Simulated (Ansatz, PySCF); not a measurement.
Gas-phase reaction in SMILES: C=CC[SiH3] [prop-2-enylsilane] -> [CH-]=CC[SiH3] + H+
Geometries: B3LYP-D3(BJ)/def2-TZVP minima from Ansatz (a first-principles code), one conformer each, not searched for the lowest. Frequencies are from Ansatz or PySCF.

Wanted: gas-phase deprotonation energy (enthalpy at 298 K, with B3LYP-D3(BJ) rigid-rotor harmonic-oscillator terms), in kJ/mol. Valence correlation only, unless marked. No spin-orbit coupling. No relativistic terms. Anions need diffuse functions: aug- sets have them; def2-D sets add few; the other sets have none. CBS(X,Y): correlation extrapolated as X^-3; Hartree-Fock from the larger set.

```tsv
level	program	gas-phase deprotonation energy (kJ/mol)	minus last row
HF/cc-pV(T+d)Z	Ansatz	1728.4	51.2
PBE0/6-31G*	Ansatz	1746.8	69.6
PBE0-D4/def2-TZVPD	Ansatz + dftd4	1679.4	2.2
LC-wPBE-D4/def2-TZVPD	Ansatz + dftd4	1695.5	18.3
B2GP-PLYP-D3(BJ)/def2-TZVPD	Ansatz + dftd3	1679.7	2.5
B2GP-PLYP/def2-TZVPD	Ansatz	1679.0	1.8
MP2/STO-3G	Ansatz	2212.8	535.6
MP2/6-31G	Ansatz	1771.8	94.6
SCS-MP2/6-31G*	Ansatz	1762.0	84.8
CCSD/STO-3G	Ansatz	2229.0	551.8
CCSD/cc-pV(D+d)Z	Ansatz	1733.4	56.2
CCSD/aug-cc-pV(T+d)Z	Ansatz	1686.3	9.1
CCSD/cc-pVTZ	Ansatz	1711.2	34.0
CCSD/CBS(aug-cc-pV(T+d)Z,aug-cc-pV(Q+d)Z)	Ansatz	1688.9	11.7
CCSD(T)/CBS(aug-cc-pV(T+d)Z,aug-cc-pV(Q+d)Z)	Ansatz	1677.2	0.0
```
